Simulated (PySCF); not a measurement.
# Computed properties of chloro(chlorosilyloxy)silane (Cl₂H₄OSi₂), SMILES Cl[SiH2]O[SiH2]Cl

chloro(chlorosilyloxy)silane (Cl2H4OSi2), SMILES Cl[SiH2]O[SiH2]Cl. The structure is a stationary point at B3LYP-D3(BJ)/def2-SVP. Other conformers were not sampled. All values are computed for the isolated molecule unless a solvent is named; none is compared with measurement here.

**Structure.** The optimised structure has C2 symmetry. All 21 harmonic modes at B3LYP-D3(BJ)/def2-SVP (PySCF) are real, so it is a minimum. With heavy atoms numbered as in [SiH2:1]([Cl:2])[O:3][SiH2:4][Cl:5], the shortest bond between them is O3–Si4 at 1.656 Å and the longest Si4–Cl5 at 2.075 Å.

**Vibrations.** The strongest infrared lines (harmonic, unscaled, degenerate partners summed) lie at 890 cm⁻¹ (504 km/mol, H 83 %, Si 14 %), 1094 cm⁻¹ (391 km/mol, O 76 %, Si 16 %, H 8 %), 942 cm⁻¹ (300 km/mol, H 85 %, Si 13 %). The softest mode is at 29 cm⁻¹ and the zero-point energy is 27.4 kcal/mol.

**Electronic structure.** HF/def2-TZVP (PySCF) places the frontier levels at -12.28 and 3.13 eV, a gap of 15.41 eV, and gives a dipole moment of 1.67 D and a mean polarisability of 66.6 bohr³. PBE/def2-TZVP (PySCF) at the same geometry gives -7.56 and -0.98 eV, so its gap is 8.83 eV narrower. An orbital gap is neither the optical nor the fundamental gap.

**Excitations.** TDDFT-CAM-B3LYP/def2-SVPD (PySCF) has S1 at 7.77 eV (160 nm, f = 0.013, weak); the most intense of the 10 singlets computed lies at 8.38 eV (f = 0.10). T1 (TDA) is at 7.33 eV. TDDFT-PBE/def2-SVPD (PySCF) puts S1 at 6.65 eV. No vertical singlet excitation falls in the visible range (under 3.1 eV).

**NMR.** GIAO shifts at KT2/pcSseg-1 (PySCF) (non-relativistic, atoms alike by connectivity averaged): ¹H at 6.0 ppm against TMS; ²⁹Si at -10.5 ppm against TMS. Without spin–orbit terms, shifts of atoms bonded to Cl or Br come out too high.

**Solvation.** SMD-B3LYP/6-31G* (PySCF) gives 0.5 kcal/mol in water, -3.4 kcal/mol in 1-octanol, -3.7 kcal/mol in chlorobenzene (1 M in both phases, gas-phase geometry).
